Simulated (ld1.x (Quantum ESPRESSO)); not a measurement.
## scandium (Sc) TM: all-electron and pseudo phase curves

scandium (Sc), norm-conserving Troullier–Martins (Kleinman–Bylander form), made with ld1.x (Quantum ESPRESSO) 7.5 (PBEsol, scalar-relativistic). Core [Ne] 3s2, reference 3p6 3d1 4s2 4p0. Waves: 3p (bound): rc 1.15 bohr; 3d (bound): rc 1.75 bohr; 4s (bound): rc 2.20 bohr. Local part: the s channel. Core correction: none.

The phase is arctan(r·u′/u) with u = r·R(r), unwrapped; energies in Ry, scanned from -4 to 5 Ry. A pole is an energy at which the radial function vanishes at the test radius. The pseudo phase is shifted by a multiple of π to meet the all-electron one at the reference energy, and phase errors are pseudo minus all-electron; the curves can meet again beyond the range given. Levels narrower than the energy grid can be missing from the lists of poles.

**Question.** For each channel, where are the poles, and over which energies does the pseudopotential scatter like the atom?

**Answer.**

```tsv
channel	radius (bohr)	reference energy (Ry)	poles, all-electron	poles, pseudo	unbroken range about the reference energy with phases within 0.05 rad	phase error 1 Ry above the reference energy (rad)
s	2.40	-0.31	-3.94, 3.86	1.29	-3.2 to 0.1	-0.359
p	2.40	-2.47	-2.29, 4.82	-2.28	-2.6 to -1.1	+0.035
d	2.40	-0.24	0.27	0.35	below 0.5	+0.066
```

Phases in the p channel:

```json
{"E (Ry)": "-4.00", "all-electron": "1.318", "pseudo": "1.330"}
{"E (Ry)": "-3.52", "all-electron": "1.277", "pseudo": "1.294"}
{"E (Ry)": "-3.04", "all-electron": "1.173", "pseudo": "1.200"}
{"E (Ry)": "-2.56", "all-electron": "-0.665", "pseudo": "-0.637"}
{"E (Ry)": "-2.08", "all-electron": "-1.684", "pseudo": "-1.668"}
{"E (Ry)": "-1.60", "all-electron": "-1.784", "pseudo": "-1.754"}
{"E (Ry)": "-1.12", "all-electron": "-1.849", "pseudo": "-1.801"}
{"E (Ry)": "-0.64", "all-electron": "-1.919", "pseudo": "-1.841"}
{"E (Ry)": "-0.16", "all-electron": "-2.016", "pseudo": "-1.886"}
{"E (Ry)": "0.32", "all-electron": "-2.181", "pseudo": "-1.942"}
{"E (Ry)": "0.80", "all-electron": "-2.527", "pseudo": "-2.018"}
{"E (Ry)": "1.28", "all-electron": "-3.260", "pseudo": "-2.131"}
{"E (Ry)": "1.76", "all-electron": "-3.977", "pseudo": "-2.319"}
{"E (Ry)": "2.24", "all-electron": "-4.310", "pseudo": "-2.655"}
{"E (Ry)": "2.72", "all-electron": "-4.469", "pseudo": "-3.208"}
{"E (Ry)": "3.20", "all-electron": "-4.561", "pseudo": "-3.767"}
{"E (Ry)": "3.68", "all-electron": "-4.621", "pseudo": "-4.110"}
{"E (Ry)": "4.16", "all-electron": "-4.665", "pseudo": "-4.300"}
{"E (Ry)": "4.64", "all-electron": "-4.701", "pseudo": "-4.414"}
```
